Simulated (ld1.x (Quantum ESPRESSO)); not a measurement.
## Which change was made? (Ar, ultrasoft)

Ar, ultrasoft, made with ld1.x (Quantum ESPRESSO) 7.5 (PBE, scalar-relativistic). Core [Ne], reference 3s2 3p6. Waves: 3s (bound): rcut 0.85, rcutus 1.05 bohr; 3s channel at 3 Ry: rcut 0.85, rcutus 1.05 bohr; 3p (bound): rcut 0.90, rcutus 1.20 bohr; 3p channel at 2.95 Ry: rcut 0.90, rcutus 1.20 bohr; 3d channel at 0.05 Ry: rcut 1.05, rcutus 1.20 bohr; 3d channel at 2.35 Ry: rcut 1.05, rcutus 1.20 bohr. Local part: all-electron potential smoothed inside 1.00 bohr (lloc = -1). Core correction: none. Augmentation charge: built from norm-conserving waves at rcut, not smoothed further.

Cutoffs, loose and tight: the cutoffs (Ry, on a coarse ladder) from which the occupation-weighted sum of valence levels, in a spherical-Bessel basis at the reference potential, stays within 10 and 1 mRy of its value at 400 Ry. They do not see the model core or the augmentation charge, which bear on the density cutoff. Test errors are all-electron minus pseudo excitation energies from the reference, over the configurations 3s2 3p5; 3s2 3p4; 3s2 3p3; 3s1 3p6; 3s2 3p2; 3s2 3p5.5; variants that change the core or the reference have their own tests.

The base gives: outcome: generated; cutoff, loose: 35 Ry; cutoff, tight: 70 Ry; bound ghosts: none; largest test error (meV): +101.

Task: After one change the result is: outcome: generated; cutoff, loose: 60 Ry; cutoff, tight: 140 Ry; bound ghosts: none; largest test error (meV): +450. Which change was it?
A. type TM; waves now 3s (bound): rc 1.05 bohr; 3p (bound): rc 1.20 bohr; 3d channel at 0.05 Ry: rc 1.20 bohr; local potential the d channel
B. local potential all-electron potential smoothed inside 0.80 bohr (lloc = -1)
C. waves 3s (bound): rcut 0.85, rcutus 1.60 bohr; 3s channel at 3 Ry: rcut 0.85, rcutus 1.60 bohr
D. augmentation PSQ, inside the norm-conserving radii

Result: A. The others give: local potential all-electron potential smoothed inside 0.80 bohr (lloc = -1) → outcome: generated; cutoff, loose: 35 Ry; cutoff, tight: 90 Ry; bound ghosts: s; largest test error (meV): +71 | augmentation PSQ, inside the norm-conserving radii → outcome: generated; cutoff, loose: 35 Ry; cutoff, tight: 70 Ry; bound ghosts: none; largest test error (meV): +28 | waves 3s (bound): rcut 0.85, rcutus 1.60 bohr; 3s channel at 3 Ry: rcut 0.85, rcutus 1.60 bohr → outcome: generated; cutoff, loose: 25 Ry; cutoff, tight: 60 Ry; bound ghosts: none; largest test error (meV): +95.
